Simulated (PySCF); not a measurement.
TiF: from constants to spectrum

UHF-CCSD(T) constants of TiF, ⁴Σ⁻ (quartet), unpaired electrons σ ↑, δ ↑↑ (PySCF, no relativity, basis sets Ti def2-TZVPPD, F def2-TZVPPD; masses 47.9479 and 18.9984 u):

```
ωe                     : 702.4 cm⁻¹
ωexe                   : 3.62 cm⁻¹
Be                     : 0.38653 cm⁻¹
αe                     : 0.00271 cm⁻¹
De to Ti (3d2 4s2) + F : 5.52 eV
```

(1) What force constant and bond length do these constants imply?

(2) Estimate the centrifugal constant D from the Kratzer relation and find the Dunham coefficient a1.

Correlated steps freeze 6 core orbitals. With d or f electrons several states lie close, and the lowest PBE0 determinant need not be the measured ground state.

Answers

(1) Reduced mass μred = 13.607 u; k = 5.8918×10⁻⁷·μred·ωe² (u, cm⁻¹, mdyn/Å) = 3.96 mdyn/Å; Re = √(16.8576/(μred·Be)) (u, cm⁻¹, Å) = 1.790 Å.

(2) D = 4Be³/ωe² = 4.68e-07 cm⁻¹; a1 = −1 − αeωe/(6Be²) = -3.12.
